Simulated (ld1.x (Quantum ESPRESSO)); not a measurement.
Br (Z = 35), TM semilocal: configuration errors across variants

ld1.x (Quantum ESPRESSO) 7.5 input, shortened:

```
&input
   title='Br', zed=35., rel=1, dft='PBE', iswitch=3,
   config='[Ar] 3d10 4s1.5 4p5.5 4d-2'
 /
 &inputp
   pseudotype=1, tm=.true., lloc=1,
   nlcc=.false.
 /
3
4S  1  0   1.50   0.00  1.35  1.35  0.0
4D  3  2  -2.00  -0.10  1.10  1.10  0.0
4P  2  1   5.50   0.00  1.25  1.25  0.0
 &test
   configts(1)='4s1.5 4p5.5'
 /
```

All-electron excitation energies from the reference (eV): (1) 4s2 4p5 -6.162; (2) 4s2 4p4 6.392; (3) 4s2 4p3 29.153; (4) 4s1 4p6 6.210; (5) 4s1 4p5 19.397; (6) 4s2 4p2 63.135; (7) 4s2 4p1 109.160.

In the semilocal form every listed channel keeps its own potential, so the choice of the local channel does not act on these tests. It acts once the file is put into the separable form.

A semilocal file is local in each channel, so a ghost entry of none says nothing of the separable form that plane-wave codes build from it.

4 further variants failed, have other tests or another functional or relativity, and are left out.

A true bound ghost makes a file unfit for plane-wave use even where its test errors are small: the radial tests pick states by their node count and pass the ghost by.

Errors AE − PS in meV (a dash: test not solved or not reliable):

| change | (1) | (2) | (3) | (4) | (5) | (6) | (7) | bound ghosts |
| --- | --- | --- | --- | --- | --- | --- | --- | --- |
| base | +3.3 | -0.2 | -8.1 | +2.1 | +4.5 | -27 | -63 | d |
| all radii scaled by about 0.85 (s 1.14, p 1.06, d 0.94 bohr) | +5.5 | +5.0 | +15 | +4.3 | +16 | +27 | +15 | none |
| wave 4d channel at -0.1 Ry: rc 1.10 bohr becomes 4d channel at 5.99 Ry: rc 1.10 bohr | +3.3 | -0.2 | -8.1 | +2.1 | +4.5 | -27 | -63 | none |
| wave 4d channel at -0.1 Ry: rc 1.10 bohr becomes 4d channel at -0.1 Ry: rc 0.82 bohr | +3.3 | -0.2 | -8.1 | +2.1 | +4.5 | -27 | -63 | d |
| wave 4s (bound): rc 1.35 bohr becomes 4s (bound): rc 1.08 bohr | +5.8 | +5.8 | +10 | +4.7 | +6.4 | +22 | +55 | none |
| form changed from semilocal to separable (Kleinman–Bylander), still TM; local potential all-electron potential smoothed inside 0.85 bohr (lloc = -1) | +5.5 | +3.2 | +28 | +4.7 | +33 | +76 | +88 | s, d |
| wave 4d channel at -0.1 Ry: rc 1.10 bohr becomes 4d channel at 0.43 Ry: rc 1.10 bohr | +3.3 | -0.2 | -8.1 | +2.1 | +4.5 | -27 | -63 | none |
| all radii scaled by about 1.38 (s 1.86, p 1.72, d 1.52 bohr) | +1.2 | +0.2 | +0.9 | +0.5 | -1.7 | +7.2 | +34 | none |

(1) Give the same row for: wave 4p (bound): rc 1.25 bohr becomes 4p (bound): rc 1.54 bohr.

## Answers

(1) +0.9, -4.0, -16, -0.2, -0.5, -39, -69; bound ghosts: d.
